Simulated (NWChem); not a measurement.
# C3H3NO2; SMILES N=c1occo1

Computed with NWChem. Medium grid unless said otherwise, to which SCAN and Minnesota functionals are sensitive. All runs use the structure optimised with B3LYP/6-31G* (spherical d).

Task: Order these by “orbital gap (eV)”, lowest first: Hartree-Fock/def2-TZVP; M06-2X/def2-TZVP; PBE/def2-TZVP; B3LYP/def2-TZVP.

Result: PBE/def2-TZVP (4.57), B3LYP/def2-TZVP (6.30), M06-2X/def2-TZVP (8.98), Hartree-Fock/def2-TZVP (13.36)
